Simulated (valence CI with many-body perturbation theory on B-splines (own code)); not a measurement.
## Level structure of Ba LI

Level of theory: valence CI with perturbative core correlation (CI+MBPT): four valence electrons over a frozen Dirac-Fock core [He], a basis of 11 s, 11 p, 10 d, 8 f, 5 g, 2 h functions for each j, with the one-electron correlation potential Σ1 (screened to all orders), the two-electron term Σ2, the three-electron term Σ3, Breit, model QED; selected single and double excitations, second order for the rest, scaled by the run's own slope (own B-spline code, finite nucleus).

The last digits are not significant, and no measured levels were compared; by estimate large intervals hold to a few tenths of a per cent, small ones and those within an open d or f shell to about a per cent. Among the levels kept, up to 910 cm⁻¹ of a level comes from second order outside the variational space, and about a tenth of that is noise between levels of different J, which matters for small intervals.

Levels 136 to 180 of 208, with energies above the lowest level, (2s^2 2p1/2^2) J=0. "Leading %" is the weight of the configuration and term that name the level; weights of strongly mixed levels are sums over their largest components and can fall short. In the jj column 3d3/2^4 stands for four electrons in 3d with j = 3/2. Lifetimes count E1, E2, E3, M1 and M2 decay at the calculated energies, and are blank where another channel may lead or the interval is too uncertain; long ones can be off by a factor of two.

| No. | Configuration | Term | J | E (Ry) | Leading % | Lifetime | g | Leading jj |
| --- | --- | --- | --- | --- | --- | --- | --- | --- |
| 136 | 2s2p²3s | ¹S | 0 | 481.62 | 69 | 26.1 fs |  | 2s 2p3/2^2 3s (98 %) |
| 137 | 2p³3d | ³F° | 4 | 482.44 | 48 | 469 fs | 1.254 | 2p1/2^2 2p3/2 3d5/2 (98 %) |
| 138 | 2p³3d | ³D° | 2 | 483.11 | 34 | 3.04 fs | 1.249 | 2p1/2^2 2p3/2 3d5/2 (96 %) |
| 139 | 2p³3d | ³D° | 3 | 484.04 | 44 | 1.38 fs | 1.193 | 2p1/2^2 2p3/2 3d5/2 (94 %) |
| 140 | 2p³3d | ³D° | 1 | 484.66 | 36 | 2.09 fs | 1.035 | 2p1/2^2 2p3/2 3d5/2 (97 %) |
| 141 | 2s2p²3p | ³P° | 0 | 485.47 | 80 | 744 fs |  | 2s 2p3/2^2 3p1/2 (98 %) |
| 142 | 2s2p²3p | ³P° | 1 | 485.48 | 41 | 7.11 fs | 1.244 | 2s 2p3/2^2 3p1/2 (96 %) |
| 143 | 2s2p²3p | ³P° | 1 | 485.51 | 40 | 10.4 fs | 1.374 | 2s 2p3/2^2 3p1/2 (97 %) |
| 144 | 2s2p²3p | ³D° | 2 | 485.67 | 33 | 13.7 fs | 1.063 | 2s 2p3/2^2 3p1/2 (98 %) |
| 145 | 2s2p²3p | ³D° | 3 | 487.51 | 52 | 12.7 fs | 1.381 | 2s 2p3/2^2 3p3/2 (97 %) |
| 146 | 2s2p²3p | ⁵D° | 4 | 487.53 | 57 | 1.37 ps | 1.377 | 2s 2p3/2^2 3p3/2 (99 %) |
| 147 | 2s2p²3p | ³P° | 1 | 488.05 | 37 | 6.54 fs | 1.489 | 2s 2p3/2^2 3p3/2 (89 %) |
| 148 | 2s2p²3p | ³P° | 2 | 489.35 | 36 | 6.87 fs | 1.367 | 2s 2p3/2^2 3p3/2 (81 %) |
| 149 | 2p³3s | ⁵S° | 2 | 491.48 | 44 | 27.5 fs | 1.543 | 2p1/2 2p3/2^2 3s (87 %) |
| 150 | 2p³3s | ³S° | 1 | 492.08 | 49 | 11.9 fs | 1.310 | 2p1/2 2p3/2^2 3s (90 %) |
| 151 | 2p³3s | ³D° | 3 | 492.11 | 62 | 24.7 fs | 1.296 | 2p1/2 2p3/2^2 3s (62 %) |
| 152 | 2s2p²3d | ³D | 2 | 492.56 | 26 | 1.82 fs | 1.377 | 2s 2p3/2^2 3d3/2 (94 %) |
| 153 | 2s2p²3d | ⁵D | 3 | 492.67 | 27 | 2.04 fs | 1.303 | 2s 2p3/2^2 3d3/2 (89 %) |
| 154 | 2s2p²3d | ⁵P | 1 | 492.72 | 35 | 1.62 fs | 1.767 | 2s 2p3/2^2 3d3/2 (91 %) |
| 155 | 2s2p²3d | ³F | 4 | 493.07 | 35 | 2.31 fs | 1.246 | 2s 2p3/2^2 3d3/2 (85 %) |
| 156 | 2s2p²3p | ³P° | 0 | 493.21 | 60 | 335 fs |  | 2s 2p3/2^2 3p3/2 (98 %) |
| 157 | 2p³3s | ¹D° | 2 | 493.28 | 38 | 23.7 fs | 1.214 | 2p1/2 2p3/2^2 3s (55 %) |
| 158 | 2s2p²3p | ¹P° | 1 | 493.42 | 36 | 6.46 fs | 1.198 | 2s 2p3/2^2 3p3/2 (81 %) |
| 159 | 2s2p²3p | ³P° | 2 | 493.79 | 47 | 19.7 fs | 1.298 | 2s 2p3/2^2 3p3/2 (64 %) |
| 160 | 2s2p²3d | ⁵F | 5 | 494.01 | 57 | 5.33 ps | 1.300 | 2s 2p3/2^2 3d5/2 (99 %) |
| 161 | 2s2p²3p | ³D° | 3 | 494.18 | 41 | 11.0 fs | 1.272 | 2s 2p3/2^2 3p3/2 (64 %) |
| 162 | 2s2p²3d | ³F | 4 | 494.26 | 58 | 29.3 fs | 1.245 | 2s 2p3/2^2 3d5/2 (86 %) |
| 163 | 2s2p²3p | ³P° | 2 | 494.31 | 41 | 54.6 fs | 1.311 | 2s 2p3/2^2 3p3/2 (95 %) |
| 164 | 2s2p²3d | ³P | 0 | 495.18 | 74 | 5.36 fs |  | 2s 2p3/2^2 3d5/2 (89 %) |
| 165 | 2p³3p | ⁵P | 1 | 495.44 | 41 | 12.9 fs | 1.625 | 2p1/2 2p3/2^2 3p1/2 (91 %) |
| 166 | 2p³3s | ³P° | 0 | 495.75 | 99 | 27.4 fs |  | 2p1/2 2p3/2^2 3s (99 %) |
| 167 | 2p³3p | ³F | 2 | 495.86 | 33 | 6.66 fs | 1.212 | 2p1/2 2p3/2^2 3p1/2 (94 %) |
| 168 | 2s2p²3p | ¹P° | 1 | 495.87 | 33 | 20.2 fs | 1.219 | 2s 2p3/2^2 3p3/2 (84 %) |
| 169 | 2s2p²3d | ³P | 1 | 495.97 | 33 | 2.28 fs | 1.446 | 2s 2p3/2^2 3d5/2 (89 %) |
| 170 | 2s2p²3d | ³D | 3 | 496.06 | 36 | 2.20 fs | 1.183 | 2s 2p3/2^2 3d5/2 (78 %) |
| 171 | 2s2p²3d | ³P | 2 | 496.59 | 37 | 1.83 fs | 1.283 | 2s 2p3/2^2 3d5/2 (92 %) |
| 172 | 2p³3s | ³P° | 1 | 496.61 | 47 | 12.3 fs | 1.280 | 2p1/2 2p3/2^2 3s (69 %) |
| 173 | 2p³3p | ³F | 3 | 496.88 | 36 | 3.79 fs | 1.109 | 2p1/2 2p3/2^2 3p1/2 (80 %) |
| 174 | 2s2p²3d | ³D | 1 | 497.93 | 47 | 1.76 fs | 0.670 | 2s 2p3/2^2 3d3/2 (78 %) |
| 175 | 2s2p²3d | ³F | 2 | 498.66 | 32 | 2.11 fs | 1.038 | 2s 2p3/2^2 3d3/2 (85 %) |
| 176 | 2s2p²3d | ³D | 1 | 498.89 | 54 | 2.19 fs | 0.811 | 2s 2p3/2^2 3d3/2 (86 %) |
| 177 | 2s2p²3d | ³D | 2 | 498.89 | 25 | 2.66 fs | 1.214 | 2p1/2 2p3/2^2 3p1/2 (50 %) |
| 178 | 2s2p²3d | ³F | 3 | 498.92 | 34 | 3.19 fs | 1.025 | 2s 2p3/2^2 3d3/2 (85 %) |
| 179 | 2s2p²3d | ³D | 2 | 499.03 | 29 | 3.09 fs | 1.201 | 2s 2p3/2^2 3d3/2 (52 %) |
| 180 | 2s2p²3d | ³P | 0 | 499.46 | 74 | 1.52 fs |  | 2s 2p3/2^2 3d3/2 (90 %) |

Where two levels of one J and parity lie close, their mixing, g and order are uncertain.
